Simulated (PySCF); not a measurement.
**Palladium: a sound run and one with changed settings**

Sound run: Pd+ [Kr] 4d9, Pd(2+) [Kr] 4d8. Calculation: PySCF 2.14, in x2c-SVPall; scalar relativity by spin-free X2C-1e. In the sound run the correlated levels freeze [Kr]. The sound run starts from symmetry-adapted Hartree-Fock orbitals and uses a fine grid where one is needed.

Changed run: no relativity, point nucleus. This setting is unsound on purpose.

```csv
species,method,sound run (hartree),changed run (hartree),converged
Pd+,UHF,-5042.03486,-4857.70190,yes
Pd+,LDA,-5039.11914,-4854.81239,yes
Pd+,TPSS,-5044.28967,-4859.97555,yes
Pd+,MP2,-5042.24767,-4857.91205,yes
Pd(2+),UHF,-5041.39302,-4857.04209,yes
Pd(2+),LDA,-5038.37076,-4854.04850,yes
Pd(2+),TPSS,-5043.57228,-4859.24189,yes
Pd(2+),MP2,-5041.55206,-4857.19956,yes
```

Ionisation energy of Pd+:

| method | sound run (eV) | changed run (eV) |
| --- | --- | --- |
| UHF | 17.465 | 17.954 |
| LDA | 20.365 | 20.786 |
| TPSS | 19.521 | 19.964 |
| MP2 | 18.929 | 19.388 |
| SCS-MP2 | 18.821 | 19.281 |

Most of the change in total energy is the relativistic energy itself. On top of that the contraction fixes the core shape for the Hamiltonian it was made with, so the changed run is not a good calculation with the other Hamiltonian either.

For comparison, NIST gives 19.43 ± 0.12 eV between the lowest levels.
